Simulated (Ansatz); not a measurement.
The cluster Ga3H6⁺, relaxed as a singlet with RKS PBE0-D4/def2-SVP in Ansatz, starting from the GFN2-xTB geometry. Force threshold 0.02 eV/Å.

The structure comes from a short search, and lower isomers may exist.

Start:

```xyz
9

Ga   -0.4262   -1.6479    0.4046
Ga    1.2900    0.6164   -1.0046
Ga   -0.9761    1.1647    0.6724
H     1.9575    2.0829   -1.5104
H    -1.6116   -2.4466    1.3085
H    -2.4793    1.4763    0.1496
H     0.8973   -2.2084   -0.6342
H     1.7931   -1.0696   -1.3421
H    -0.4446    2.0322    1.9563
```

```tsv
step	energy (eV)	largest force component (eV/Å)	SCF passes
1	-157180.4276	2.132	14
2	-157181.4126	0.759	21
3	-157181.7186	0.346	18
4	-157181.9959	0.334	18
5	-157182.2168	0.317	18
6	-157182.3791	0.257	17
7	-157182.5089	0.390	18
8	-157182.6311	0.381	17
9	-157182.7046	0.309	17
10	-157182.7612	0.469	17
11	-157182.8155	0.358	18
13	-157183.0142	0.568	21
15	-157183.0566	0.089	17
17	-157183.0637	0.029	17
19	-157183.0644	0.006	13
21	-157183.0645	0.002	13
23	-157183.0648	0.035	17
25	-157183.0687	0.229	17
27	-157183.1050	0.266	17
29	-157183.1925	0.276	17
31	-157183.3093	0.207	17
33	-157183.4156	0.334	18
35	-157183.4753	0.302	17
37 (rejected)	-157183.4874	0.276	18
39 (rejected)	-157183.5013	0.138	18
40	-157183.5027	0.006	19
```

Force components are those of the run's own axes.

End:

```xyz
9

Ga   -0.358   -1.439   -0.230
Ga    1.335   -0.019   -1.270
Ga   -0.544    0.902    0.875
H     0.727    1.340   -0.146
H     0.110   -0.631    1.325
H    -1.431    0.021   -0.313
H    -1.128   -2.756   -0.034
H     2.463    0.684   -2.069
H    -1.175    1.898    1.862
```

Bonds formed: Ga1–Ga2, Ga1–H6, Ga3–H4, Ga3–H5 (atoms count from 1). The end is the same structure that another start reached, the lowest one found.

The force fell under the threshold at step 19, but the optimiser went on and released 0.438 eV more. No frequencies were taken in this run, so the end may be a saddle point.

Hardware: 4 threads of Arm Neoverse V1 on a shared host. Wall time 92 s.
